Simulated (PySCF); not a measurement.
PySCF input file for C₂H₁₀N₂Si₂, SMILES N[Si@@H]1C[SiH2]CN1, TDA-PBE/def2-SVPD. Geometry optimised at PBE0-D3(BJ)/def2-SVP. The structure was generated by enumeration; whether it is a known compound was not checked. Other conformers were not sampled.

```python
import numpy as np
from pyscf import gto, scf, dft, tdscf

mol = gto.M(
    atom='''
    N     2.45575500   -0.59251087   -0.23630162
    Si    0.98882590   -0.29447115    0.61767405
    C    -0.55200090   -1.32478503    0.22729096
    Si   -1.69732514   -0.12057643   -0.65415637
    C    -1.01418912    1.54196599   -0.02319231
    N     0.39883951    1.28101618    0.18571989
    H     3.16414730   -1.20901732    0.14190352
    H     2.50715524   -0.52368470   -1.24571958
    H     1.37791825   -0.49369100    2.05314215
    H    -1.00959760   -1.67554561    1.16749565
    H    -0.30954306   -2.21329699   -0.37540201
    H    -3.15253453   -0.30203006   -0.35288929
    H    -1.51012856   -0.20054194   -2.13761480
    H    -1.54930543    1.88222113    0.88715524
    H    -1.17151095    2.32312362   -0.78804813
    H     0.98736751    2.10050577    0.29020992
    ''',
    basis='def2-SVPD',
    charge=0,
    spin=0,
    max_memory=1600,
    verbose=4,
)
mf = dft.RKS(mol, xc='pbe').density_fit(auxbasis='def2-universal-jkfit')
mf.grids.level = 3
mf.conv_tol = 1e-9
mf.max_cycle = 100
mf.kernel()
mf.grids = dft.Grids(mol).set(level=1).build(with_non0tab=True)  # coarser grid for the response kernel
td = tdscf.TDA(mf)
td.singlet = True
td.nstates = 6
td.conv_tol = 1e-4
td.positive_eig_threshold = 1e-6
td.kernel(x0=td.get_init_guess(mf, 11))
td.analyze()
tt = tdscf.TDA(mf)
tt.singlet = False
tt.nstates = 2
tt.conv_tol = 1e-4
tt.positive_eig_threshold = 1e-6
tt.kernel(x0=tt.get_init_guess(mf, 7))
tt.analyze(verbose=3)
```

It prints:

```
PySCF version 2.14.0

[INPUT] verbose = 4
[INPUT] num. atoms = 16
[INPUT] num. electrons = 64
[INPUT] charge = 0
[INPUT] spin (= nelec alpha-beta = 2S) = 0
[INPUT] symmetry False subgroup None
[INPUT] Mole.unit = angstrom
[INPUT] Symbol           X                Y                Z      unit          X                Y                Z       unit  Magmom
[INPUT]  1 N      2.455755000000  -0.592510870000  -0.236301620000 AA    4.640704379031  -1.119683270128  -0.446545344591 Bohr   0.0
[INPUT]  2 Si     0.988825900000  -0.294471150000   0.617674050000 AA    1.868610135877  -0.556469825086   1.167234788751 Bohr   0.0
[INPUT]  3 C     -0.552000900000  -1.324785030000   0.227290960000 AA   -1.043130521513  -2.503480880624   0.429517664989 Bohr   0.0
[INPUT]  4 Si    -1.697325140000  -0.120576430000  -0.654156370000 AA   -3.207479658939  -0.227856429778  -1.236176381940 Bohr   0.0
[INPUT]  5 C     -1.014189120000   1.541965990000  -0.023192310000 AA   -1.916539675314   2.913893414494  -0.043827114096 Bohr   0.0
[INPUT]  6 N      0.398839510000   1.281016180000   0.185719890000 AA    0.753697441556   2.420769741337   0.350959727984 Bohr   0.0
[INPUT]  7 H      3.164147300000  -1.209017320000   0.141903520000 AA    5.979371814782  -2.284711614656   0.268158788912 Bohr   0.0
[INPUT]  8 H      2.507155240000  -0.523684700000  -1.245719580000 AA    4.737836755368  -0.989620658625  -2.354068834208 Bohr   0.0
[INPUT]  9 H      1.377918250000  -0.493691000000   2.053142150000 AA    2.603888114540  -0.932940780163   3.879876358301 Bohr   0.0
[INPUT] 10 H     -1.009597600000  -1.675545610000   1.167495650000 AA   -1.907862960018  -3.166322312117   2.206247030121 Bohr   0.0
[INPUT] 11 H     -0.309543060000  -2.213296990000  -0.375402010000 AA   -0.584951607160  -4.182525143424  -0.709406985511 Bohr   0.0
[INPUT] 12 H     -3.152534530000  -0.302030060000  -0.352889290000 AA   -5.957426859934  -0.570754094786  -0.666864110392 Bohr   0.0
[INPUT] 13 H     -1.510128560000  -0.200541940000  -2.137614800000 AA   -2.853729391284  -0.378969343089  -4.039506531817 Bohr   0.0
[INPUT] 14 H     -1.549305430000   1.882221130000   0.887155240000 AA   -2.927762946002   3.556882441569   1.676480433573 Bohr   0.0
[INPUT] 15 H     -1.171510950000   2.323123620000  -0.788048130000 AA   -2.213834847429   4.390067395308  -1.489195138676 Bohr   0.0
[INPUT] 16 H      0.987367510000   2.100505770000   0.290209920000 AA    1.865854178194   3.969380628369   0.548417267432 Bohr   0.0

nuclear repulsion = 385.099949788441
number of shells = 92
number of NR pGTOs = 304
number of NR cGTOs = 208
basis = def2-SVPD
ecp = {}


[settings echo left out]
init E= -770.173408334965
  HOMO = -0.285233064335394  LUMO = -0.0434253263041927  gap/eV = 6.57992
cycle= 1 E= -769.78477967112  delta_E= 0.389  |g|= 0.763  |ddm|= 5.47
  HOMO = -0.0883680672817171  LUMO = 0.0165453379415528  gap/eV = 2.85484
cycle= 2 E= -769.408211048009  delta_E= 0.377  |g|= 1.42  |ddm|= 3.03
  HOMO = -0.210211120388469  LUMO = -0.0120718575184666  gap/eV = 5.39164
cycle= 3 E= -769.923124325238  delta_E= -0.515  |g|= 0.155  |ddm|= 2.26
  HOMO = -0.190812346508874  LUMO = -0.00911465759201135  gap/eV = 4.94425
cycle= 4 E= -769.928348155679  delta_E= -0.00522  |g|= 0.0774  |ddm|= 0.309
  HOMO = -0.196661215811367  LUMO = -0.00908058999520023  gap/eV = 5.10433
cycle= 5 E= -769.929715569445  delta_E= -0.00137  |g|= 0.0184  |ddm|= 0.113
  HOMO = -0.195972239550893  LUMO = -0.00937935793875155  gap/eV = 5.07745
cycle= 6 E= -769.929801590716  delta_E= -8.6e-05  |g|= 0.00655  |ddm|= 0.0368
  HOMO = -0.196148132018409  LUMO = -0.00934681153912242  gap/eV = 5.08312
cycle= 7 E= -769.929812244615  delta_E= -1.07e-05  |g|= 0.00179  |ddm|= 0.0105
  HOMO = -0.19606599717652  LUMO = -0.00931599772366853  gap/eV = 5.08173
cycle= 8 E= -769.929813005541  delta_E= -7.61e-07  |g|= 0.000469  |ddm|= 0.00311
  HOMO = -0.19609290335126  LUMO = -0.00932761057122944  gap/eV = 5.08214
cycle= 9 E= -769.929813065693  delta_E= -6.02e-08  |g|= 9.8e-05  |ddm|= 0.000873
  HOMO = -0.196095717019825  LUMO = -0.00932921817686472  gap/eV = 5.08218
cycle= 10 E= -769.929813067752  delta_E= -2.06e-09  |g|= 4.6e-05  |ddm|= 0.000185
  HOMO = -0.196096420790595  LUMO = -0.00932958840944842  gap/eV = 5.08218
cycle= 11 E= -769.929813068252  delta_E= -5e-10  |g|= 1.56e-05  |ddm|= 7.31e-05
  HOMO = -0.196094942661805  LUMO = -0.00932931036077411  gap/eV = 5.08215
Extra cycle  E= -769.929813068153  delta_E= 9.87e-11  |g|= 2.56e-05  |ddm|= 4.98e-05
converged SCF energy = -769.929813068153
tot grids = 58144
Overwritten attributes  positive_eig_threshold  of <class 'pyscf.tdscf.rks.TDA'>


******** <class 'pyscf.tdscf.rks.TDA'> for <class 'pyscf.df.df_jk.DFRKS'> ********
nstates = 6 singlet
deg_eia_thresh = 1.000e-03
wfnsym = None
conv_tol = 0.0001
eigh lindep = 1e-12
eigh level_shift = 0
eigh max_cycle = 100


Excitation energies (eV)
[5.15495907 5.42111772 5.64078501 5.65682554 5.96199239 6.03022877]

** Singlet excitation energies and oscillator strengths **
Excited State   1:      5.15496 eV    240.51 nm  f=0.0039
      32 -> 33       -0.68594
      32 -> 34        0.15704
Excited State   2:      5.42112 eV    228.71 nm  f=0.0274
      32 -> 33        0.14297
      32 -> 34        0.67826
      32 -> 35       -0.10555
Excited State   3:      5.64079 eV    219.80 nm  f=0.0252
      31 -> 33       -0.24780
      32 -> 35        0.63914
Excited State   4:      5.65683 eV    219.18 nm  f=0.0154
      31 -> 33        0.65848
      32 -> 35        0.24200
Excited State   5:      5.96199 eV    207.96 nm  f=0.0503
      31 -> 34        0.68844
Excited State   6:      6.03023 eV    205.60 nm  f=0.0143
      32 -> 36        0.68499
      32 -> 37        0.12415

** Transition electric dipole moments (AU) **
state          X           Y           Z        Dip. S.      Osc.
  1        -0.0238      0.1650      0.0574      0.0311      0.0039
  2         0.0350     -0.3724     -0.2584      0.2066      0.0274
  3         0.4138     -0.0892      0.0538      0.1821      0.0252
  4         0.1145     -0.3125      0.0228      0.1113      0.0154
  5        -0.5672     -0.1192     -0.0898      0.3440      0.0503
  6         0.3029     -0.0457      0.0546      0.0968      0.0143

** Transition velocity dipole moments (imaginary part, AU) **
state          X           Y           Z        Dip. S.      Osc.
  1        -0.0113      0.0144     -0.0000      0.0003      0.0012
  2         0.0221     -0.0306     -0.0379      0.0029      0.0096
  3         0.0740      0.0018     -0.0017      0.0055      0.0176
  4         0.0085     -0.0555     -0.0038      0.0032      0.0102
  5        -0.0863     -0.0374     -0.0067      0.0089      0.0271
  6         0.0311     -0.0081      0.0234      0.0016      0.0048

** Transition magnetic dipole moments (imaginary part, AU) **
state          X           Y           Z
  1        -0.2650      0.4152     -0.0129
  2         0.0343      0.0583      0.2272
  3        -0.0908     -0.1373      0.3850
  4         0.1212     -0.2388      0.5846
  5        -0.2488     -0.0548      1.0646
  6        -0.4481      0.1787     -0.0838


******** <class 'pyscf.tdscf.rks.TDA'> for <class 'pyscf.df.df_jk.DFRKS'> ********
nstates = 2 triplet
deg_eia_thresh = 1.000e-03
wfnsym = None
conv_tol = 0.0001
eigh lindep = 1e-12
eigh level_shift = 0
eigh max_cycle = 100


Excitation energies (eV)
[4.97964296 5.23772689]

** Triplet excitation energies and oscillator strengths **
Excited State   1:      4.97964 eV    248.98 nm  f=0.0000
Excited State   2:      5.23773 eV    236.71 nm  f=0.0000
```

Self-consistency was reached.
